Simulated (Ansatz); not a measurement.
A short molecular-dynamics run on Cs2H2.

```yaml
crystal:
  periodic: [false, false, false]
  atoms:
    - {symbol: Cs, position_ang: [-2.103064, -0.261803, 0.079976]}
    - {symbol: Cs, position_ang: [2.102952, 0.262342, -0.079091]}
    - {symbol: H, position_ang: [0.216383, -1.699341, 0.118430]}
    - {symbol: H, position_ang: [-0.216271, 1.698791, -0.119314]}
basis:
  gaussian: {orbitals: def2-SVP}
hamiltonian: {xc: {name: revPBE}, dispersion: d4}
md: {timestep: 1 fs, n_steps: 15, ensemble: nvt_nose_hoover, temperature: 1500, initial_velocities: maxwell_boltzmann, seed: 330}
scf: {omitted_lower_state_checks: [starts]}
```

```sh
$ ansatz run in.yaml --threads 4 --pin off --events-out ev --progress --plain --max-ram 3916MiB
```

| step | time (fs) | potential energy (eV) | kinetic (eV) | T (K) | conserved (eV) |
| --- | --- | --- | --- | --- | --- |
| 0 | 0.0 | -1130.0974 | 0.3878 | 1500 | -1129.7097 |
| 1 | 1.0 | -1130.0934 | 0.3839 | 1485 | -1129.7095 |
| 2 | 2.0 | -1130.0802 | 0.3708 | 1434 | -1129.7094 |
| 3 | 3.0 | -1130.0600 | 0.3508 | 1357 | -1129.7092 |
| 4 | 4.0 | -1130.0354 | 0.3264 | 1263 | -1129.7090 |
| 5 | 5.0 | -1130.0088 | 0.3000 | 1160 | -1129.7089 |
| 6 | 6.0 | -1129.9825 | 0.2738 | 1059 | -1129.7087 |
| 7 | 7.0 | -1129.9583 | 0.2498 | 966 | -1129.7087 |
| 8 | 8.0 | -1129.9376 | 0.2292 | 886 | -1129.7086 |
| 9 | 9.0 | -1129.9211 | 0.2127 | 823 | -1129.7086 |
| 10 | 10.0 | -1129.9090 | 0.2007 | 776 | -1129.7086 |
| 11 | 11.0 | -1129.9008 | 0.1925 | 745 | -1129.7087 |
| 12 | 12.0 | -1129.8958 | 0.1877 | 726 | -1129.7087 |
| 13 | 13.0 | -1129.8932 | 0.1850 | 716 | -1129.7088 |
| 14 | 14.0 | -1129.8917 | 0.1837 | 710 | -1129.7089 |
| 15 | 15.0 | -1129.8905 | 0.1826 | 706 | -1129.7089 |

Velocities are drawn at the set temperature; a run this short doesn't reach equilibrium.

In the def2 sets Cs takes a core potential; there is no spin–orbit coupling.

Frames (Å, forces in eV/Å):

```xyz
4
time=0.0 fs
Cs   -2.103   -0.262    0.080   -0.180   -0.023    0.007
Cs    2.103    0.262   -0.079    0.180    0.022   -0.007
H     0.216   -1.699    0.118    0.018   -0.146    0.010
H    -0.216    1.699   -0.119   -0.019    0.147   -0.010
4
time=1.0 fs
Cs   -2.105   -0.262    0.080   -0.090    0.046    0.004
Cs    2.105    0.263   -0.079    0.269    0.032   -0.007
H     0.233   -1.674    0.137   -0.037   -0.180    0.010
H    -0.157    1.734   -0.102   -0.141    0.102   -0.008
4
time=2.0 fs
Cs   -2.108   -0.263    0.080   -0.014    0.101    0.005
Cs    2.106    0.263   -0.080    0.357    0.040   -0.008
H     0.249   -1.650    0.156   -0.094   -0.213    0.011
H    -0.100    1.769   -0.085   -0.249    0.072   -0.007
4
time=3.0 fs
Cs   -2.110   -0.264    0.080    0.049    0.142    0.007
Cs    2.108    0.263   -0.080    0.441    0.048   -0.011
H     0.264   -1.629    0.176   -0.151   -0.243    0.012
H    -0.044    1.806   -0.068   -0.340    0.052   -0.008
4
time=4.0 fs
Cs   -2.112   -0.264    0.080    0.101    0.174    0.011
Cs    2.110    0.263   -0.080    0.518    0.056   -0.015
H     0.278   -1.609    0.195   -0.204   -0.269    0.013
H     0.008    1.843   -0.052   -0.414    0.040   -0.009
4
time=5.0 fs
Cs   -2.115   -0.265    0.080    0.142    0.197    0.016
Cs    2.112    0.263   -0.080    0.583    0.063   -0.020
H     0.290   -1.593    0.214   -0.253   -0.292    0.015
H     0.056    1.880   -0.035   -0.471    0.032   -0.011
4
time=6.0 fs
Cs   -2.117   -0.265    0.080    0.173    0.214    0.022
Cs    2.114    0.263   -0.080    0.633    0.070   -0.025
H     0.299   -1.579    0.234   -0.295   -0.308    0.016
H     0.099    1.917   -0.018   -0.511    0.024   -0.012
4
time=7.0 fs
Cs   -2.119   -0.266    0.080    0.197    0.227    0.028
Cs    2.116    0.264   -0.081    0.666    0.078   -0.030
H     0.305   -1.568    0.254   -0.327   -0.319    0.016
H     0.138    1.955   -0.002   -0.535    0.015   -0.015
4
time=8.0 fs
Cs   -2.122   -0.266    0.080    0.213    0.236    0.035
Cs    2.118    0.264   -0.081    0.680    0.085   -0.033
H     0.309   -1.560    0.274   -0.348   -0.323    0.016
H     0.172    1.993    0.015   -0.545    0.001   -0.017
4
time=9.0 fs
Cs   -2.124   -0.267    0.080    0.222    0.244    0.041
Cs    2.120    0.264   -0.081    0.677    0.093   -0.034
H     0.309   -1.555    0.294   -0.357   -0.320    0.014
H     0.200    2.031    0.031   -0.541   -0.017   -0.020
4
time=10.0 fs
Cs   -2.126   -0.267    0.080    0.226    0.251    0.047
Cs    2.122    0.264   -0.081    0.656    0.099   -0.033
H     0.306   -1.553    0.314   -0.355   -0.309    0.010
H     0.223    2.069    0.047   -0.527   -0.041   -0.024
4
time=11.0 fs
Cs   -2.128   -0.268    0.079    0.224    0.256    0.052
Cs    2.124    0.264   -0.082    0.621    0.105   -0.029
H     0.299   -1.555    0.334   -0.341   -0.292    0.005
H     0.241    2.106    0.063   -0.504   -0.069   -0.029
4
time=12.0 fs
Cs   -2.131   -0.268    0.079    0.218    0.262    0.057
Cs    2.126    0.265   -0.082    0.572    0.109   -0.022
H     0.289   -1.559    0.354   -0.316   -0.270   -0.001
H     0.255    2.143    0.078   -0.474   -0.101   -0.034
4
time=13.0 fs
Cs   -2.133   -0.269    0.079    0.208    0.268    0.062
Cs    2.129    0.265   -0.082    0.514    0.112   -0.013
H     0.276   -1.565    0.375   -0.283   -0.243   -0.009
H     0.263    2.179    0.094   -0.440   -0.136   -0.040
4
time=14.0 fs
Cs   -2.135   -0.269    0.079    0.195    0.273    0.066
Cs    2.131    0.265   -0.082    0.450    0.113   -0.001
H     0.260   -1.574    0.395   -0.242   -0.213   -0.019
H     0.268    2.214    0.108   -0.403   -0.173   -0.046
4
time=15.0 fs
Cs   -2.137   -0.270    0.079    0.179    0.279    0.069
Cs    2.133    0.265   -0.083    0.383    0.113    0.012
H     0.242   -1.585    0.415   -0.196   -0.182   -0.028
H     0.269    2.247    0.123   -0.366   -0.209   -0.053
```

It took 9 s on 4 threads of Arm Neoverse V2 on a shared host.
